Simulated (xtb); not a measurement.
xtb input:

```bash
xtb mol.xyz --gfn 1 --opt tight --chrg 0 --uhf 0
```
mol.xyz:
```
16

Si     0.00464129    -0.01283827     0.02301479
C      1.69457611     0.32126507    -0.73395547
C     -0.97788287    -1.08804769    -1.15613694
C     -0.84798403     1.62705421     0.33222432
N      0.06741607    -0.84786217     1.54080530
H      1.60704398     0.84839782    -1.68792334
H      2.23555547    -0.61037211    -0.91791051
H      2.30948705     0.93492088    -0.07081368
H     -1.05126951    -0.62304759    -2.14206248
H     -1.98977667    -1.25657494    -0.78302963
H     -0.50352008    -2.06380088    -1.29077800
H     -1.85896635     1.47757818     0.71577510
H     -0.91557021     2.21329330    -0.58724058
H     -0.29820086     2.22771229     1.06173847
H      0.39273315    -0.37224727     2.36836327
H      0.32333815    -1.82271828     1.57324583
```

Predict the final energy.

-17.37340 Eh (GFN1-xTB).
